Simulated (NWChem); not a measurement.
## Basis-set convergence for AlCl

```xyz
2

Al     0.0000     0.0000    -1.2253
Cl     0.0000     0.0000     0.9370
```
Charge 0, spin multiplicity 1.

The numbers come from NWChem runs, not from measurements. The geometry was optimised at PBE/def2-SVP, a minimum by its harmonic frequencies.

Quantity: vertical ionisation energy at the level ΔCCSD(T) (Δ: difference of total energies, the cation a doublet at the parent's geometry with its hole in an orbital of symmetry b2 (C2v labels); it is the state that the SCF runs reached, from PBE0 orbitals for Hartree-Fock references, and need not be the lowest).

The correlated methods keep 10 core orbitals frozen. The Pople sets run with spherical d functions. The structure started from a generated list of species. The stability of the SCF solutions was not checked. Open-shell Hartree-Fock references start from PBE0 orbitals; any time given for them includes that run.

Costs are rough ratios of processor time within this set of runs, SCF included, with def2-SVP as 1.

| basis | functions | vertical ionisation energy (eV) | relative cost |
|---|---|---|---|
| def2-SVP | 36 | 11.26 | 1 |
| cc-pVDZ | 36 | 11.41 | under 3 |
| 6-31+G* | 44 | 11.30 | under 3 |
| 6-311G** | 52 | 11.33 | under 3 |
| aug-cc-pVDZ | 54 | 11.58 | under 3 |
| aug-pcseg-1 | 54 | 11.55 | under 3 |
| pcseg-2 | 68 | 11.48 | 3 |
| cc-pVTZ | 68 | 11.63 | 7 |
| cc-pVQZ | 118 | 11.76 | 30 |

Smallest basis within 0.05 eV of cc-pVQZ, the largest set run: no smaller one. cc-pVQZ isn't the basis-set limit itself, and a small set can land close by cancellation.
